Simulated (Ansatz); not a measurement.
`C[O][InH][Cl]` + H₂O → `[OH][InH][Cl]` + CH₃OH at 400 K and 1 bar (formal hydrolysis of the In–O bond).

Isolated molecules relaxed with PBE0-D4/def2-TZVP in Ansatz; ΔE leaves out vibrations. CBS: MP2 limit from def2 TZ/QZ plus the TZ coupled-cluster correction, frozen cores. This one scheme is used for every species. def2 core potentials past Kr. For In outer-core shells are correlated without core-valence functions, which leaves a few kJ/mol of doubt a bond. Each species was taken in one conformer, which may not be the lowest.

| species | CCSD(T)/CBS energy (Eh) | H − E (kJ/mol) | S (J/(mol·K)) |
| --- | --- | --- | --- |
| `C[O][InH][Cl]` | -765.26650 | 157.5 | 386.9 |
| H₂O | -76.37941 | 69.8 | 198.6 |
| `[OH][InH][Cl]` | -726.02900 | 77.0 | 336.5 |
| CH₃OH | -115.61712 | 151.2 | 252.6 |

H − E and S are ideal-gas, rigid-rotor, harmonic terms from PBE0-D4/def2-TZVP, for one conformer and one mirror image of each species. 1 Eh = 2625.50 kJ/mol, R = 8.31446 J/(mol·K).

Task: By hand: ΔE, ΔH, ΔS and ΔG.

Result: ΔE = (-726.02900) + (-115.61712) − (-765.26650) − (-76.37941) = -0.00021 Eh = -0.6 kJ/mol. Δ(H − E) = 77.0 + 151.2 − 157.5 − 69.8 = 0.9, so ΔH = 0.3 kJ/mol. ΔS = 336.5 + 252.6 − 386.9 − 198.6 = 3.6 J/(mol·K). ΔG = 0.3 − 400 × (3.6)/1000 = -1.1 kJ/mol.

Task: By hand: the equilibrium constant, and the temperature at which ΔG would vanish if ΔH and ΔS stayed fixed.

Result: log₁₀ K = −ΔG/(RT ln 10) = 0.1. ΔG = 0 at ΔH/ΔS = 83 K, though so small a ΔH makes that figure unsure.

TΔS isn't small against ΔH here. The sign of ΔG lies within the doubt. A doubt of 5 kJ/mol in ΔE shifts log₁₀ K by 0.7 here. Other conformers and mirror images would add mixing entropy, several J/(mol·K) or more a flexible species. These are equilibria of isolated gas molecules and say nothing of rates. Largest T1 diagnostic: 0.016 (customary marks: 0.02 for closed shells, 0.045 for open ones).
